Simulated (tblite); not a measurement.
Input of a run (GFN2-xTB geometry optimisation, gas phase (tblite 0.8.0)), started from a force field or distance geometry:
```
{"job": {"kind": "relax", "xc": "GFN2-xTB", "basis": "xTB"}, "charge": 0, "multiplicity": 2}
C     -1.534100     1.450300     0.303500
C     -0.920200     0.306500     0.038300
C     -1.295100    -1.153500     0.166800
C     -0.010700    -1.466200    -0.469200
C      0.451800    -0.067200    -0.480600
C      1.617700     0.216300     0.527100
O      1.784900    -0.187900     1.671200
O      2.590300     1.035500     0.020800
H     -1.044400     2.400200     0.132000
H     -2.560200     1.451700     0.695800
H     -2.162500    -1.477400    -0.438000
H     -1.409400    -1.552300     1.179100
H      0.593300    -2.337700    -0.234700
H      0.674100     0.270900    -1.510200
H      3.220400     1.118800     0.757300
```

Output (eV, eV/Å):
```
step      E/eV     max force
  0    -664.45232    2.158
  1    -664.55728    1.678
  2    -664.61707    0.864
  3    -664.67768    0.623
  4    -664.71607    0.580
  5    -664.72607    0.272
  6    -664.73283    0.305
  7    -664.74001    0.258
  8    -664.74802    0.192
  9    -664.75029    0.099
 10    -664.75212    0.109
 11    -664.75355    0.107
 12    -664.75473    0.070
 13    -664.75547    0.062
 14    -664.75608    0.086
 15    -664.75674    0.105
 16    -664.75752    0.094
 17    -664.75829    0.070
 18    -664.75899    0.068
 19    -664.75966    0.082
 20    -664.76039    0.093
 21    -664.76112    0.082
 22    -664.76172    0.077
 23    -664.76215    0.052
 24    -664.76249    0.045
 25    -664.76281    0.047
 26    -664.76308    0.041
 27    -664.76328    0.034
 28    -664.76343    0.033
 29    -664.76356    0.028
 30    -664.76366    0.022
 31    -664.76372    0.015
 32    -664.76376    0.017
 33    -664.76380    0.019
 34    -664.76383    0.014
 35    -664.76386    0.012
 36    -664.76389    0.012
 37    -664.76391    0.014
 38    -664.76393    0.016
 39    -664.76396    0.014
 40    -664.76399    0.015
 41    -664.76403    0.019
 42    -664.76407    0.016
 43    -664.76410    0.014
 44    -664.76412    0.011
 45    -664.76414    0.011
 46    -664.76416    0.011
 47    -664.76417    0.012
 48    -664.76419    0.013
 49    -664.76421    0.011
 50    -664.76422    0.008
```

Q: Summarise the run.

A: The energy falls by 30.1 kJ/mol over 50 L-BFGS steps, the largest force on an atom goes from 2.16 to 0.008 eV/Å, and the atoms move by 0.099 Å rms after alignment. The bond that changes most is C5–C6 (ends: carbon bonded to 3 C and H; carbon bonded to C and 2 O), which shortens by 0.052 Å. Bonds longer at the end by more than 0.005 Å: 3 of 15; shorter: 9. Among the angles that change most is C6–O8–H15, from 103.4° to 110.6°. Among the dihedrals that turn most is H13–C4–C5–H14, from 99° to 82°. The energy never rose by more than 1e-5 eV on the way. The first step brought 34 % of the lowering.

Q: What are the final bond lengths?

A: C1=C2 1.314 Å, C2–C3 1.508 Å, C3–C4 1.488 Å, C4–C5 1.494 Å, C5–C6 1.515 Å, C6=O7 1.201 Å, C6–O8 1.340 Å, C2–C5 1.522 Å, C1–H9 1.077 Å, C1–H10 1.077 Å, C3–H11 1.094 Å, C3–H12 1.096 Å, C4–H13 1.071 Å, C5–H14 1.094 Å, O8–H15 0.971 Å. Numbering counts from 1 in the input's order; the species is `C=C1C[CH][C@@H]1C(=O)O` [radical].

The run took 0.28 s on one thread of an Arm Neoverse V1, shared host with 32 logical CPUs at a one-minute load of 14.

GFN2-xTB frequencies show an imaginary mode (24i cm⁻¹), so the point is no minimum at that level.

One conformer stands for the species.

The numbers are calculated, not measured.
